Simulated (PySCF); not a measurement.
H₃Si, SMILES [SiH3-], charge -1.

Coordinates come from a PBE0-D3(BJ)/def2-TZVPD optimisation.

The numbers are results of PBE0-D3(BJ)/def2-TZVPD (PySCF), not measurements.

Frequencies are harmonic and unscaled.

Modes within 1.5 cm⁻¹ of each other (mostly degenerate sets) share a row, with their intensities summed.

Computed vibrational spectrum:
| mode | ν (cm⁻¹) | IR (km/mol) | moving atoms (share of kinetic energy) |
|---|---|---|---|
| 1 | 869 | 152.3 | H 93 % |
| 2–3 | 949 | 101.6 | H 98 % |
| 4–5 | 1898 | 1080.9 | H 96 % |
| 6 | 1911 | 449.6 | H 98 % |
